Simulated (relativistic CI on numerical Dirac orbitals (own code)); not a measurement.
# Zn28+: computed level list

Computed by Dirac-Coulomb-Breit CI, KLI orbitals optimised for each configuration, QED by a radiative potential, unscaled Slater integrals (own radial code, finite nucleus).

Configurations in the expansion: 1s2, 1s.2s, 1s.2p, 1s.3s, 1s.3p, 1s.3d, 1s.4s, 1s.4p, 1s.4d, 1s.4f, 1s.5s, 1s.5p, 1s.5d, 1s.5f, 1s.5g, 1s.6s, 1s.6p, 1s.6d. Levels of other configurations are missing.

| No. | Configuration | Term | J | E (10³ cm⁻¹) | % | Next component (%) | jj configuration (%) |
| --- | --- | --- | --- | --- | --- | --- | --- |
| 1 | 1s2 | 1S | 0 | 0.0 | 100 |  | closed (100) |
| 2 | 1s.2s | 3S | 1 | 71873.0 | 100 |  | 1s 2s (100) |
| 3 | 1s.2p | 3P° | 0 | 72153.4 | 100 |  | 1s 2p1/2 (100) |
| 4 | 1s.2p | 3P° | 1 | 72174.4 | 87 | 13 1P° | 1s 2p1/2 (94) |
| 5 | 1s.2s | 1S | 0 | 72176.1 | 100 |  | 1s 2s (100) |
| 6 | 1s.2p | 3P° | 2 | 72402.9 | 100 |  | 1s 2p3/2 (100) |
| 7 | 1s.2p | 1P° | 1 | 72569.2 | 87 | 13 3P° | 1s 2p3/2 (94) |
| 8 | 1s.3s | 3S | 1 | 85198.3 | 100 |  | 1s 3s (100) |
| 9 | 1s.3p | 3P° | 0 | 85275.8 | 100 |  | 1s 3p1/2 (100) |
| 10 | 1s.3s | 1S | 0 | 85279.3 | 100 |  | 1s 3s (100) |
| 11 | 1s.3p | 3P° | 1 | 85281.7 | 86 | 14 1P° | 1s 3p1/2 (95) |
| 12 | 1s.3p | 3P° | 2 | 85349.9 | 100 |  | 1s 3p3/2 (100) |
| 13 | 1s.3d | 3D | 2 | 85389.5 | 64 | 36 1D | 1s 3d3/2 (100) |
| 14 | 1s.3d | 3D | 1 | 85390.7 | 100 |  | 1s 3d3/2 (100) |
| 15 | 1s.3p | 1P° | 1 | 85395.7 | 86 | 14 3P° | 1s 3p3/2 (95) |
| 16 | 1s.3d | 3D | 3 | 85414.5 | 100 |  | 1s 3d5/2 (100) |
| 17 | 1s.3d | 1D | 2 | 85417.5 | 64 | 36 3D | 1s 3d5/2 (100) |
| 18 | 1s.4s | 3S | 1 | 89815.2 | 100 |  | 1s 4s (100) |
| 19 | 1s.4p | 3P° | 0 | 89847.1 | 100 |  | 1s 4p1/2 (100) |
| 20 | 1s.4s | 1S | 0 | 89848.4 | 100 |  | 1s 4s (100) |
| 21 | 1s.4p | 3P° | 1 | 89849.6 | 86 | 14 1P° | 1s 4p1/2 (95) |
| 22 | 1s.4p | 3P° | 2 | 89878.3 | 100 |  | 1s 4p3/2 (100) |
| 23 | 1s.4d | 3D | 2 | 89894.7 | 65 | 35 1D | 1s 4d3/2 (100) |
| 24 | 1s.4d | 3D | 1 | 89895.1 | 100 |  | 1s 4d3/2 (100) |
| 25 | 1s.4p | 1P° | 1 | 89897.3 | 86 | 14 3P° | 1s 4p3/2 (95) |
| 26 | 1s.4d | 3D | 3 | 89905.2 | 100 |  | 1s 4d5/2 (100) |
| 27 | 1s.4f | 3F° | 3 | 89906.2 | 57 | 43 1F° | 1s 4f5/2 (100) |
| 28 | 1s.4f | 3F° | 2 | 89906.6 | 100 |  | 1s 4f5/2 (100) |
| 29 | 1s.4d | 1D | 2 | 89906.7 | 65 | 35 3D | 1s 4d5/2 (100) |
| 30 | 1s.4f | 3F° | 4 | 89911.6 | 100 |  | 1s 4f7/2 (100) |

Energies count from the lowest computed level; ° marks odd parity. Filled j subshells are mostly left out of the jj labels.

The mean weight of the leading LS term, summed over parents, in these 30 levels is 91 %, and that of the leading jj configuration (from the same eigenvectors) 99 %.

At this charge energies of transitions that change n are usually good to better than 1 %, and those within a shell (Δn = 0) to a few per cent.

LS names give the leading component of a level, which can be under half, so a name can repeat, a term be missing and a line seem to break the LS rules.
